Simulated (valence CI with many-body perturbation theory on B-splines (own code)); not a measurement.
# E1 transitions of Sr²⁵⁺

Computed by valence CI with perturbative core correlation (CI+MBPT): three valence electrons over a frozen Dirac-Fock core [Ne], a basis of 11 s, 11 p, 9 d, 7 f, 5 g, 2 h, 1 i functions for each j, with the one-electron correlation potential Σ1 (screened to all orders), the two-electron term Σ2, the three-electron term Σ3, Breit, model QED; selected single and double excitations, second order for the rest (own B-spline code, finite nucleus).

No measured spectrum was set against this ion. As an estimate, levels of excited configurations hold to 0.05 to 0.15 % of their energy, terms of the ground configuration to about 0.5 %.

Lines 1 to 50 of 280 in falling wavelength, among levels below 2218900 cm⁻¹, chosen from the strongest by gf and those to the six lowest levels. Wavelengths and rates use the calculated energies, so an error of 600 cm⁻¹ moves a line at 30.58 nm by 0.18 % and its rate by three times that or more. Electric multipoles are in the length gauge, E1 and E2 with the static RPA response of the core. Weak lines are less certain than strong ones. Lines between different terms over intervals too small for the method are left out, as are lines whose strength nearly cancels. Where a level lies close to another of its J and parity, the split of strength between their lines is uncertain. The highest levels of a list are the least certain.

Names give the largest LS component (configuration and term), which can be under half, so a name can repeat, a term be missing and a line seem to break the LS rules; names also repeat where a configuration has a term twice. Letters in brackets count levels of one name in rising energy.

```tsv
λ vac (nm)	Upper	Lower	A (s⁻¹)	S (a.u.) with core polarisation	S without
30.58	3s 3p2 4P_1/2	3s2 3p 2P°_3/2	7.02e+07	1.98e-03	2.04e-03
27.46	3p3 2D°_5/2	3s 3p2 2P_3/2	1.58e+09	9.71e-02	9.99e-02
25.08	3s 3p2 4P_3/2	3s2 3p 2P°_3/2	1.23e+08	3.84e-03	3.95e-03
24.04	3p2 3d 2G_7/2	3s 3p 3d 2F°_5/2 [b]	2.15e+09	1.18e-01	1.21e-01
23.21	3p3 2D°_3/2	3s 3p2 2P_1/2	2.63e+09	6.49e-02	6.68e-02
22.64	3s 3p2 4P_5/2	3s2 3p 2P°_3/2	9.52e+08	3.27e-02	3.37e-02
22.52	3p2 3d 4F_9/2	3s 3p 3d 2F°_7/2 [a]	2.66e+09	1.50e-01	1.54e-01
22.05	3s 3p2 4P_1/2	3s2 3p 2P°_1/2	1.13e+09	1.20e-02	1.23e-02
20.96	3p2 3d 2F_5/2 [a]	3s 3p 3d 4D°_5/2	2.94e+09	8.01e-02	8.24e-02
20.62	3p2 3d 2G_9/2	3s 3p 3d 2F°_7/2 [b]	4.76e+09	2.06e-01	2.12e-01
20.50	3p3 2P°_1/2	3s 3p2 2S_1/2	8.13e+09	6.91e-02	7.11e-02
20.03	3s 3p 3d 2F°_5/2 [a]	3s2 3d 2D_3/2	2.31e+09	5.48e-02	5.64e-02
19.78	3p2 3d 4F_3/2	3s 3p 3d 4D°_1/2	5.29e+09	8.08e-02	8.31e-02
19.73	3p2 3d 2F_7/2 [a]	3s 3p 3d 4D°_7/2	2.25e+09	6.83e-02	7.02e-02
19.67	3p3 2D°_3/2	3s 3p2 2D_3/2	2.72e+09	4.09e-02	4.21e-02
19.60	3p2 3d 4F_3/2	3s 3p 3d 4D°_3/2	3.59e+09	5.34e-02	5.49e-02
19.45	3p2 3d 2F_7/2 [a]	3s 3p 3d 2F°_5/2 [a]	3.74e+09	1.09e-01	1.12e-01
19.44	3p2 3d 4D_3/2	3s 3p 3d 2D°_5/2 [a]	5.59e+09	8.11e-02	8.33e-02
19.35	3p2 3d 4D_5/2	3s 3p 3d 2D°_5/2 [a]	3.26e+09	7.00e-02	7.19e-02
19.31	3p2 3d 4D_1/2	3s 3p 3d 4P°_1/2	8.34e+09	5.93e-02	6.09e-02
19.19	3p2 3d 2F_5/2 [b]	3s 3p 3d 2F°_5/2 [b]	3.19e+09	6.67e-02	6.87e-02
19.04	3s 3p2 4P_3/2	3s2 3p 2P°_1/2	2.29e+07	3.12e-04	3.21e-04
19.04	3s 3p2 2D_3/2	3s2 3p 2P°_3/2	4.03e+08	5.49e-03	5.64e-03
18.97	3p3 2D°_5/2	3s 3p2 2D_5/2	4.65e+09	9.40e-02	9.67e-02
18.96	3p2 3d 2F_5/2 [b]	3s 3p 3d 2F°_7/2 [b]	3.68e+09	7.42e-02	7.63e-02
18.89	3s 3d2 4F_7/2	3s 3p 3d 2D°_5/2 [b]	2.02e+09	5.37e-02	5.51e-02
18.75	3p2 3d 2F_7/2 [b]	3s 3p 3d 2D°_5/2 [b]	2.73e+09	7.10e-02	7.30e-02
18.46	3p3 2P°_3/2	3s 3p2 2P_3/2	5.66e+09	7.03e-02	7.24e-02
18.23	3p2 3d 4F_5/2	3s 3p 3d 4D°_3/2	7.23e+09	1.30e-01	1.33e-01
18.14	3p2 3d 4F_5/2	3s 3p 3d 4P°_5/2	4.51e+09	7.98e-02	8.20e-02
18.06	3p2 3d 4F_9/2	3s 3p 3d 4D°_7/2	5.05e+09	1.47e-01	1.51e-01
17.93	3p2 3d 4D_3/2	3s 3p 3d 4P°_3/2	4.43e+09	5.04e-02	5.18e-02
17.85	3p2 3d 2G_9/2	3s 3p 3d 2F°_7/2 [a]	8.99e+09	2.52e-01	2.59e-01
17.74	3p2 3d 4D_5/2	3s 3p 3d 4D°_7/2	3.60e+09	5.94e-02	6.11e-02
17.45	3s 3p2 2D_5/2	3s2 3p 2P°_3/2	4.00e+09	6.28e-02	6.47e-02
17.40	3p2 3d 4F_7/2	3s 3p 3d 4F°_9/2	1.22e+10	2.53e-01	2.60e-01
17.39	3p3 2D°_5/2	3s 3p2 2D_3/2	1.00e+09	1.56e-02	1.61e-02
17.29	3p2 3d 2P_3/2 [b]	3s 3p 3d 2P°_1/2 [a]	4.93e+09	5.04e-02	5.18e-02
17.19	3p2 3d 4F_3/2	3s 3p 3d 4F°_5/2	1.06e+10	1.06e-01	1.09e-01
17.18	3p2 3d 4F_5/2	3s 3p 3d 4F°_7/2	1.38e+10	2.08e-01	2.14e-01
17.11	3p2 3d 2F_5/2 [b]	3s 3p 3d 2P°_3/2 [a]	6.73e+09	9.99e-02	1.03e-01
17.09	3p3 4S°_3/2	3s 3p2 2D_3/2	1.45e+08	1.43e-03	1.47e-03
17.04	3s 3d2 4F_7/2	3s 3p 3d 2F°_7/2 [b]	4.50e+09	8.80e-02	9.03e-02
16.89	3p3 2D°_3/2	3s 3p2 4P_5/2	1.39e+10	1.32e-01	1.36e-01
16.71	3p2 3d 4D_7/2	3s 3p 3d 2D°_5/2 [a]	8.35e+09	1.54e-01	1.58e-01
16.65	3s 3p 3d 2F°_7/2 [a]	3s2 3d 2D_5/2	4.27e+09	7.79e-02	8.01e-02
16.63	3p2 3d 4F_9/2	3s 3p 3d 4F°_9/2	1.69e+10	3.84e-01	3.95e-01
16.59	3s 3p2 2P_1/2	3s2 3p 2P°_3/2	2.15e+09	9.67e-03	9.95e-03
16.57	3p2 3d 2G_7/2	3s 3p 3d 4D°_5/2	8.51e+09	1.53e-01	1.57e-01
16.56	3p2 3d 4P_5/2	3s 3p 3d 4D°_7/2	1.32e+10	1.77e-01	1.82e-01
```
